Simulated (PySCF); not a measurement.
C₂H₈F₂Si₂. Atoms are numbered in the order given.

```xyz
14

F     -2.5102     1.3000    -0.4007
C     -1.2907     0.6962    -0.4317
F     -1.3514    -0.2934    -1.3735
C     -0.9453     0.1115     0.9158
Si     0.6104    -0.9943     0.9235
Si     2.3732     0.0550    -0.2276
H     -0.5566     1.4442    -0.7834
H     -1.8077    -0.4838     1.2601
H     -0.8081     0.9345     1.6357
H      0.3110    -2.3153     0.3028
H      1.0009    -1.2192     2.3470
H      2.6338     1.4019     0.3656
H      3.6223    -0.7569    -0.1451
H      2.0048     0.2389    -1.6626
```

Geometry optimised at B3LYP-D3(BJ)/def2-SVP. The structure was generated by enumeration, and PubChem lists no compound with its InChIKey, so it may never have been made. Other conformers were not sampled.

Method: PBE0/pcSseg-1 run with PySCF.

GIAO shieldings, no solvent; atoms listed in one row are averaged. δ = σ(ref) − σ: ¹⁹F against CFCl3 (σ = 167.2 ppm); ¹³C against TMS (σ = 186.3 ppm); ²⁹Si against TMS (σ = 352.7 ppm); ¹H against TMS (σ = 31.56 ppm), references at their B3LYP-D3(BJ)/def2-TZVP geometries, non-relativistic.

```
nucleus          atoms  count  δ (ppm)
-------  -------------  -----  -------
¹⁹F                 F1      1   -120.8
¹⁹F                 F3      1   -135.3
¹³C                 C2      1    123.4
¹³C                 C4      1     20.5
²⁹Si               Si5      1    -73.6
²⁹Si               Si6      1   -109.4
¹H                  H7      1     6.08
¹H                 H10      1     4.27
¹H                 H11      1     4.15
¹H       H12, H13, H14      3     3.85
¹H                  H8      1     2.17
¹H                  H9      1     1.38
```
